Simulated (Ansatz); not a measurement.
Basis-set extrapolation for CH7ClSSi2, SMILES `S[SiH2][SiH2]CCl` (PBE0-D4/def2-TZVP geometry, frozen core, the Gaussian-basis code of Ansatz). Multiplicity 1, RHF reference.

```tsv
	def2-TZVPP	def2-QZVPP
HF	-1476.929400	-1476.973193
MP2 correlation	-0.789220	-0.854722
CCSD(T) correlation	-0.905984	not run
```

Energies in hartree. Use E(X) = E(∞) + A·exp(−7.88·√X) for Hartree–Fock and E(X) = E(∞) + B·X^(−2.97) for correlation, with X = 3 and 4, and add CCSD(T) minus MP2 of the smaller set to the MP2 limit.

Q: What is the CCSD(T) energy at the basis-set limit?

A: HF limit: -1476.973193 + (-0.043793) × 0.13774 = -1476.97923. MP2 limit: -0.854722 + (-0.065502) × 0.74074 = -0.90324. Higher-order term: -0.905984 − (-0.789220) = -0.11676. Total: -1477.99923 hartree, 430.2 kJ/mol below CCSD(T)/def2-TZVPP.
